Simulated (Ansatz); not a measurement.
Z-matrix (Å, degrees):
```
Si
C 1 1.860
H 1 1.489 2 110.8
H 1 1.487 2 108.8 3 -120.4
H 1 1.488 2 110.7 3 119.2
C 2 1.347 1 123.6 3 120.4
H 2 1.091 1 118.2 3 -60.1
Si 6 1.836 2 124.3 1 -177.2
H 6 1.091 2 118.3 1 -1.2
H 8 1.487 6 112.5 2 -19.5
H 8 1.486 6 113.9 2 -149.4
```

Charge 0, multiplicity 2.

(1) List the PBE0/def2-TZVPP orbital energies in eV (Ansatz 0.2.0). (Best estimate.)

Answers

(1) The calculation gave: α occupied: -1802.76, -1802.45, -278.64, -278.59, -145.11, -144.81, -99.88, -99.71, -99.70, -99.46, -99.46, -99.45, -21.75, -16.88, -14.85, -14.65, -11.78, -11.41, -10.07, -9.94, -9.68, -8.82, -8.46, -5.86. α empty: -0.87, 0.59, 0.83, 1.41, 1.49, 1.51, 1.76, 2.11. β occupied: -1802.67, -1802.45, -278.69, -278.50, -144.99, -144.81, -99.65, -99.64, -99.58, -99.47, -99.46, -99.45, -21.65, -16.71, -14.82, -14.24, -11.73, -11.28, -9.94, -9.80, -9.67, -8.61, -8.26. β empty: -2.56, -0.32, 0.67, 1.03, 1.50, 1.65, 1.76, 2.00. ⟨S²⟩ = 0.765.
